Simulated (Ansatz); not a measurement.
Calculated with Ansatz (gas phase, PBE0-D4/def2-TZVP geometries, no zero-point term in ΔE). CCSD(T)/CBS is the MP2 limit (def2-TZVPP, def2-QZVPP) plus CCSD(T) − MP2 in def2-TZVPP, frozen cores. DFT in def2-TZVPP. Elements past krypton have def2 core potentials. For In outer-core shells are correlated without core-valence functions, which leaves a few kJ/mol of doubt a bond. One conformer a species, not always the lowest.

Reaction (formal exchange of groups at the In–C bond): `[CH3][In]([CH3])[F]` + styrene → `[CH3][In]([F])[c]1ccccc1` + propene

```tsv
level	ΔE (kJ/mol)	difference from CCSD(T)/CBS
LDA (SPW92)	25.8	12.1
B97M-V	23.5	9.8
ωB97X-V	14.9	1.2
B2PLYP	16.9	3.2
PBE-QIDH	16.8	3.1
PBE	21.8	8.1
PBE0	20.4	6.7
r2SCAN0	20.7	7.0
CAM-B3LYP	18.2	4.5
HF/def2-SVP	9.6	-4.1
MP2/def2-SVP	11.7	-2.0
CCSD/def2-SVP	8.9	-4.8
HF/def2-TZVPP	11.5	-2.2
HF/def2-QZVPP	11.6	-2.1
MP2/def2-QZVPP	14.9	1.2
MP2/CBS(def2)	15.3	1.6
CCSD(T)/CBS	13.7	0
```

Largest T1 diagnostic among the species: 0.014.

Leaving LDA and LC-ωPBE aside and taking each functional with its dispersion term where it has one, the values spread over 8.6 kJ/mol, from ωB97X-V to B97M-V. LDA lies +4.0 kJ/mol from PBE without D4. At CCSD(T), def2-SVP lies −4.3 kJ/mol from the extrapolated value and def2-TZVPP −1.0 kJ/mol.
